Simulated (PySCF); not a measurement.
Levels along the 3-electron series

One electron added to the closed shell 1s2: EOM-EA-CCSD calculated with PySCF 2.14, two-component X2C-1e with screened spin-orbit coupling, each ion in its own even-tempered basis, nothing frozen, the virtual space cut to natural spinors and corrected at second order; no Breit or QED terms. Binding energy of 2s1/2 and energies of the other levels above it, in eV.

```json
{"ion": "Nb³⁸⁺", "2s1/2 binding": "5429.2", "2p1/2 − 2s1/2": "81.536", "2p3/2 − 2s1/2": "199.26", "NIST ionisation energy": "5426.1 (t)"}
{"ion": "Mo³⁹⁺", "2s1/2 binding": "5716.6", "2p1/2 − 2s1/2": "83.962", "2p3/2 − 2s1/2": "214.41", "NIST ionisation energy": "5713.2 (t)"}
{"ion": "Tc⁴⁰⁺", "2s1/2 binding": "6012.1", "2p1/2 − 2s1/2": "86.396", "2p3/2 − 2s1/2": "230.60", "NIST ionisation energy": "6008.4 (t)"}
{"ion": "Ru⁴¹⁺", "2s1/2 binding": "6315.7", "2p1/2 − 2s1/2": "88.887", "2p3/2 − 2s1/2": "247.93", "NIST ionisation energy": "6311.7 (t)"}
{"ion": "Rh⁴²⁺", "2s1/2 binding": "6627.6", "2p1/2 − 2s1/2": "91.369", "2p3/2 − 2s1/2": "266.42", "NIST ionisation energy": "6623.3 (t)"}
{"ion": "Pd⁴³⁺", "2s1/2 binding": "6947.8", "2p1/2 − 2s1/2": "93.925", "2p3/2 − 2s1/2": "286.21", "NIST ionisation energy": "6943.1 (t)"}
{"ion": "Ag⁴⁴⁺", "2s1/2 binding": "7276.4", "2p1/2 − 2s1/2": "96.521", "2p3/2 − 2s1/2": "307.32", "NIST ionisation energy": "7271.3 (t)"}
{"ion": "Cd⁴⁵⁺", "2s1/2 binding": "7613.4", "2p1/2 − 2s1/2": "99.056", "2p3/2 − 2s1/2": "329.73", "NIST ionisation energy": "7607.9 (t)"}
{"ion": "In⁴⁶⁺", "2s1/2 binding": "7959.0", "2p1/2 − 2s1/2": "101.78", "2p3/2 − 2s1/2": "353.75", "NIST ionisation energy": "7953.1 (t)"}
{"ion": "Sn⁴⁷⁺", "2s1/2 binding": "8313.2", "2p1/2 − 2s1/2": "104.36", "2p3/2 − 2s1/2": "379.15", "NIST ionisation energy": "8307.0 (t)"}
```

Each ion has its own basis, which adds noise of up to about 0.1 % of the binding energies along the series.

The 2p interval goes from 117.7 to 274.8 eV, as Z to the power 4.27; a hydrogen-like ion gives 4, and the power is higher where the screened charge Z − σ still grows faster than Z or where Zα is large.

NIST values marked (s) are semi-empirical, (t) theoretical.
